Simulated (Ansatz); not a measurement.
Task: Name a neutral molecule of Br, C and H with size of the dipole moment (PBE/def2-TZVPP) between 1.90 and 2.20 D and HOMO–LUMO gap (ωB97M-V/def2-TZVPP) between 11.15 and 11.45 eV (Ansatz, PBE0-D4/def2-TZVP geometry).

Result: `C=CCBr` (1.90 D, 11.25 eV). Other molecules can fit too; these were computed, each in one conformer that needn't be the lowest.
